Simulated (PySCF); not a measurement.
C$_{4}$H$_{10}$, charge +1, doublet, geometry from GFN2-xTB (a state made from the parent by changing its charge; the spin is typed, not shown lowest), with bond 11-3 at 2.0 times its length; PBE0/def2-SV(P) (PySCF).

Input for PySCF:
```python
from pyscf import gto, scf, dft

mol = gto.M(
    atom='''
C    -0.025573    1.388622   -0.504993
C     0.015268    0.070720    0.224700
C     1.282077   -0.731327    0.073364
C    -1.269377   -0.716916    0.242195
H     0.925515    1.914752   -0.460682
H    -0.254149    1.214257   -1.563569
H    -0.823398    2.040659   -0.147203
H     0.088081    0.407982    1.296296
H     2.172655   -0.161982    0.342456
H     1.423012   -0.997934   -0.981288
H     1.226129   -2.585692    1.209839
H    -1.268155   -1.503025    0.998319
H    -2.141786   -0.081007    0.375860
H    -1.390255   -1.241788   -0.713384
''',
    basis='def2-sv(p)',
    charge=1,
    spin=1,
    verbose=4,
)

mf = dft.UKS(mol)
mf.xc = 'pbe0'
mf.level_shift = 0.5
mf.max_cycle = 100
mf.kernel()
mf.analyze()
```

Problem. What does PySCF print? Leave out banner, timings and long lists.

Solution. 
```
PySCF version 2.14.0

[INPUT] verbose = 4
[INPUT] num. atoms = 14
[INPUT] num. electrons = 33
[INPUT] charge = 1
[INPUT] spin (= nelec alpha-beta = 2S) = 1
[INPUT] symmetry False subgroup None
[INPUT] Mole.unit = angstrom
[INPUT] Symbol           X                Y                Z      unit          X                Y                Z       unit  Magmom
[...]
nuclear repulsion = 132.111826272305
number of shells = 44
number of NR pGTOs = 136
number of NR cGTOs = 76
basis = def2-sv(p)
ecp = {}

******** <class 'pyscf.dft.uks.UKS'> ********
method = UKS
initial guess = minao
damping factor = 0
level_shift factor = 0.5
DIIS = <class 'pyscf.scf.diis.CDIIS'>
diis_start_cycle = 1
diis_space = 8
diis_damp = 0
SCF conv_tol = 1e-09
SCF conv_tol_grad = None
SCF max_cycles = 100
direct_scf = True
direct_scf_tol = 1e-13
number electrons alpha = 17  beta = 16
XC library pyscf.dft.libxc version 7.1.2
    S. Lehtola, C. Steigemann, M. J. T. Oliveira, and M. A. L. Marques,  SoftwareX 7, 1–5 (2018)
XC functionals = pbe0
    C. Adamo and V. Barone,  J. Chem. Phys. 110, 6158 (1999)
    M. Ernzerhof and G. E. Scuseria,  J. Chem. Phys. 110, 5029 (1999)
radial grids:
    Treutler-Ahlrichs [JCP 102, 346 (1995); DOI:10.1063/1.469408] (M4) radial grids

becke partition: Becke, JCP 88, 2547 (1988); DOI:10.1063/1.454033
pruning grids: <function nwchem_prune>
grids dens level: 3
symmetrized grids: False
atomic radii adjust function: <function treutler_atomic_radii_adjust>
small_rho_cutoff = 0
Set gradient conv threshold to 3.16228e-05
tot grids = 154552
init E= -157.992215562335

cycle= 1 E= -157.530577951571  delta_E= 0.462  |g|= 0.303  |ddm|= 2.28
cycle= 2 E= -157.592759198516  delta_E= -0.0622  |g|= 0.109  |ddm|= 0.448
cycle= 3 E= -157.602302501134  delta_E= -0.00954  |g|= 0.0365  |ddm|= 0.193
cycle= 4 E= -157.604634919298  delta_E= -0.00233  |g|= 0.0228  |ddm|= 0.0788
cycle= 5 E= -157.605802156915  delta_E= -0.00117  |g|= 0.0166  |ddm|= 0.0422
cycle= 6 E= -157.606551167293  delta_E= -0.000749  |g|= 0.0122  |ddm|= 0.0316
cycle= 7 E= -157.607005328203  delta_E= -0.000454  |g|= 0.00895  |ddm|= 0.0244
cycle= 8 E= -157.607244946091  delta_E= -0.00024  |g|= 0.00649  |ddm|= 0.0173
cycle= 9 E= -157.607367493177  delta_E= -0.000123  |g|= 0.00479  |ddm|= 0.0125
cycle= 10 E= -157.607429185822  delta_E= -6.17e-05  |g|= 0.00354  |ddm|= 0.00863
cycle= 11 E= -157.607461916913  delta_E= -3.27e-05  |g|= 0.00258  |ddm|= 0.00609
cycle= 12 E= -157.607480460984  delta_E= -1.85e-05  |g|= 0.00195  |ddm|= 0.00453
cycle= 13 E= -157.607491586121  delta_E= -1.11e-05  |g|= 0.00156  |ddm|= 0.00348
cycle= 14 E= -157.607498892611  delta_E= -7.31e-06  |g|= 0.00126  |ddm|= 0.00277
cycle= 15 E= -157.60750432589  delta_E= -5.43e-06  |g|= 0.00108  |ddm|= 0.00253
cycle= 16 E= -157.60750854394  delta_E= -4.22e-06  |g|= 0.000963  |ddm|= 0.00232
cycle= 17 E= -157.607511898962  delta_E= -3.36e-06  |g|= 0.000863  |ddm|= 0.00209
cycle= 18 E= -157.607514890432  delta_E= -2.99e-06  |g|= 0.000846  |ddm|= 0.00224
cycle= 19 E= -157.607517212165  delta_E= -2.32e-06  |g|= 0.000744  |ddm|= 0.00183
cycle= 20 E= -157.607519301492  delta_E= -2.09e-06  |g|= 0.000865  |ddm|= 0.00216
cycle= 21 E= -157.607521129783  delta_E= -1.83e-06  |g|= 0.000878  |ddm|= 0.00202
cycle= 22 E= -157.607522627614  delta_E= -1.5e-06  |g|= 0.000801  |ddm|= 0.00172
cycle= 23 E= -157.607523844206  delta_E= -1.22e-06  |g|= 0.000772  |ddm|= 0.00165
cycle= 24 E= -157.607524830742  delta_E= -9.87e-07  |g|= 0.000703  |ddm|= 0.00142
cycle= 25 E= -157.607525610932  delta_E= -7.8e-07  |g|= 0.000666  |ddm|= 0.0013
cycle= 26 E= -157.607526254951  delta_E= -6.44e-07  |g|= 0.000606  |ddm|= 0.00115
cycle= 27 E= -157.607526761342  delta_E= -5.06e-07  |g|= 0.000556  |ddm|= 0.00103
cycle= 28 E= -157.607527147195  delta_E= -3.86e-07  |g|= 0.000576  |ddm|= 0.00103
cycle= 29 E= -157.607527473953  delta_E= -3.27e-07  |g|= 0.000537  |ddm|= 0.000918
cycle= 30 E= -157.60752772259  delta_E= -2.49e-07  |g|= 0.000516  |ddm|= 0.00084
cycle= 31 E= -157.607527906258  delta_E= -1.84e-07  |g|= 0.000506  |ddm|= 0.000803
cycle= 32 E= -157.60752805986  delta_E= -1.54e-07  |g|= 0.000459  |ddm|= 0.000668
cycle= 33 E= -157.607528175666  delta_E= -1.16e-07  |g|= 0.000419  |ddm|= 0.000631
cycle= 34 E= -157.607528269065  delta_E= -9.34e-08  |g|= 0.000367  |ddm|= 0.000505
cycle= 35 E= -157.607528352799  delta_E= -8.37e-08  |g|= 0.000277  |ddm|= 0.000355
cycle= 36 E= -157.607528405498  delta_E= -5.27e-08  |g|= 0.000218  |ddm|= 0.000285
cycle= 37 E= -157.607528444262  delta_E= -3.88e-08  |g|= 0.000154  |ddm|= 0.000202
cycle= 38 E= -157.607528467107  delta_E= -2.28e-08  |g|= 0.000114  |ddm|= 0.000153
cycle= 39 E= -157.60752848206  delta_E= -1.5e-08  |g|= 8.69e-05  |ddm|= 0.000125
cycle= 40 E= -157.6075284917  delta_E= -9.64e-09  |g|= 6.53e-05  |ddm|= 9.83e-05
cycle= 41 E= -157.607528497973  delta_E= -6.27e-09  |g|= 4.6e-05  |ddm|= 7.94e-05
cycle= 42 E= -157.607528501664  delta_E= -3.69e-09  |g|= 3.18e-05  |ddm|= 6.12e-05
cycle= 43 E= -157.607528503838  delta_E= -2.17e-09  |g|= 2.34e-05  |ddm|= 4.77e-05
cycle= 44 E= -157.607528505244  delta_E= -1.41e-09  |g|= 1.82e-05  |ddm|= 3.92e-05
cycle= 45 E= -157.60752850619  delta_E= -9.46e-10  |g|= 1.55e-05  |ddm|= 3.32e-05
Extra cycle  E= -157.607528508013  delta_E= -1.82e-09  |g|= 2.7e-05  |ddm|= 0.00012
converged SCF energy = -157.607528508013  <S^2> = 0.75782039  2S+1 = 2.0078052
**** SCF Summaries ****
Total Energy =                        -157.607528508012621
Nuclear Repulsion Energy =             132.111826272305080
One-electron Energy =                 -464.650152619826883
Two-electron Energy =                  174.930797839509182
Two-electron Coulomb Energy =          199.700810346145460
DFT Exchange-Correlation Energy =      -24.770012506636277
**** MO energy ****
                             alpha | beta                alpha | beta
[...]
To work with the spin densities directly, `use mulliken_meta_spin()` only printing them here.

 ** Mulliken spin pop alpha/beta on meta-lowdin orthogonal AOs **
 ** Mulliken Spin Density (per AO)  **
spin_pop of  0 C 1s       -0.00000
spin_pop of  0 C 2s        0.00310
spin_pop of  0 C 3s        0.00005
spin_pop of  0 C 2px       0.00492
spin_pop of  0 C 2py       0.02386
spin_pop of  0 C 2pz       0.01639
spin_pop of  0 C 3px       0.00004
spin_pop of  0 C 3py       0.00014
spin_pop of  0 C 3pz       0.00009
spin_pop of  0 C 3dxy     -0.00001
spin_pop of  0 C 3dyz      0.00005
spin_pop of  0 C 3dz^2     0.00001
spin_pop of  0 C 3dxz      0.00001
spin_pop of  0 C 3dx2-y2    0.00007
spin_pop of  1 C 1s       -0.00000
spin_pop of  1 C 2s       -0.00127
spin_pop of  1 C 3s        0.00007
spin_pop of  1 C 2px      -0.00070
spin_pop of  1 C 2py       0.00281
spin_pop of  1 C 2pz       0.02018
spin_pop of  1 C 3px       0.00002
spin_pop of  1 C 3py       0.00012
spin_pop of  1 C 3pz       0.00017
spin_pop of  1 C 3dxy     -0.00001
spin_pop of  1 C 3dyz      0.00013
spin_pop of  1 C 3dz^2     0.00010
spin_pop of  1 C 3dxz     -0.00004
spin_pop of  1 C 3dx2-y2    0.00003
spin_pop of  2 C 1s       -0.00000
spin_pop of  2 C 2s        0.00689
spin_pop of  2 C 3s        0.00113
spin_pop of  2 C 2px       0.00422
spin_pop of  2 C 2py       0.07125
spin_pop of  2 C 2pz       0.06826
spin_pop of  2 C 3px      -0.00005
spin_pop of  2 C 3py       0.00089
spin_pop of  2 C 3pz       0.00029
spin_pop of  2 C 3dxy     -0.00002
spin_pop of  2 C 3dyz      0.00006
spin_pop of  2 C 3dz^2     0.00003
spin_pop of  2 C 3dxz      0.00001
spin_pop of  2 C 3dx2-y2    0.00010
spin_pop of  3 C 1s       -0.00000
spin_pop of  3 C 2s       -0.00008
spin_pop of  3 C 3s        0.00002
spin_pop of  3 C 2px       0.00099
spin_pop of  3 C 2py      -0.00181
spin_pop of  3 C 2pz       0.00034
spin_pop of  3 C 3px       0.00012
spin_pop of  3 C 3py       0.00004
spin_pop of  3 C 3pz       0.00002
spin_pop of  3 C 3dxy      0.00002
spin_pop of  3 C 3dyz      0.00001
spin_pop of  3 C 3dz^2     0.00002
spin_pop of  3 C 3dxz      0.00000
spin_pop of  3 C 3dx2-y2   -0.00000
spin_pop of  4 H 1s       -0.00149
spin_pop of  4 H 2s        0.00003
spin_pop of  5 H 1s        0.00484
spin_pop of  5 H 2s        0.00002
spin_pop of  6 H 1s        0.00066
spin_pop of  6 H 2s        0.00007
spin_pop of  7 H 1s        0.01916
spin_pop of  7 H 2s        0.00027
spin_pop of  8 H 1s       -0.00222
spin_pop of  8 H 2s        0.00021
spin_pop of  9 H 1s        0.01068
spin_pop of  9 H 2s        0.00037
spin_pop of  10 H 1s        0.73676
spin_pop of  10 H 2s        0.00034
spin_pop of  11 H 1s        0.00265
spin_pop of  11 H 2s        0.00002
spin_pop of  12 H 1s        0.00191
spin_pop of  12 H 2s        0.00004
spin_pop of  13 H 1s        0.00255
spin_pop of  13 H 2s        0.00004
 ** Mulliken Spin Density (per atom)  **
spin density of  0 C =      0.04873
spin density of  1 C =      0.02160
spin density of  2 C =      0.15305
spin density of  3 C =     -0.00032
spin density of  4 H =     -0.00146
spin density of  5 H =      0.00487
spin density of  6 H =      0.00073
spin density of  7 H =      0.01943
spin density of  8 H =     -0.00201
spin density of  9 H =      0.01105
spin density of  10 H =      0.73710
spin density of  11 H =      0.00267
spin density of  12 H =      0.00195
spin density of  13 H =      0.00260
 ** Mulliken pop alpha/beta on meta-lowdin orthogonal AOs **
 ** Mulliken pop       alpha | beta **
In total            17.00000 | 16.00000
 ** Mulliken atomic charges   ( Nelec_alpha | Nelec_beta ) **
charge of  0C =     -0.24157  (     3.14515      3.09642 )
charge of  1C =     -0.04356  (     3.03258      3.01098 )
charge of  2C =      0.08030  (     3.03638      2.88332 )
charge of  3C =     -0.28422  (     3.14195      3.14227 )
charge of  4H =      0.12619  (     0.43618      0.43763 )
charge of  5H =      0.12812  (     0.43837      0.43351 )
charge of  6H =      0.15461  (     0.42306      0.42233 )
charge of  7H =      0.13549  (     0.44197      0.42254 )
charge of  8H =      0.17451  (     0.41174      0.41375 )
charge of  9H =      0.17339  (     0.41883      0.40778 )
charge of  10H =      0.24010  (     0.74850      0.01140 )
charge of  11H =      0.11347  (     0.44460      0.44193 )
charge of  12H =      0.13315  (     0.43440      0.43245 )
charge of  13H =      0.11002  (     0.44629      0.44369 )

WARN: System has nonzero charge 1; the dipole moment is origin-dependent.
Location of origin: [0. 0. 0.]

Dipole moment(X, Y, Z, Debye):  3.36241, -2.80184,  1.06675
```
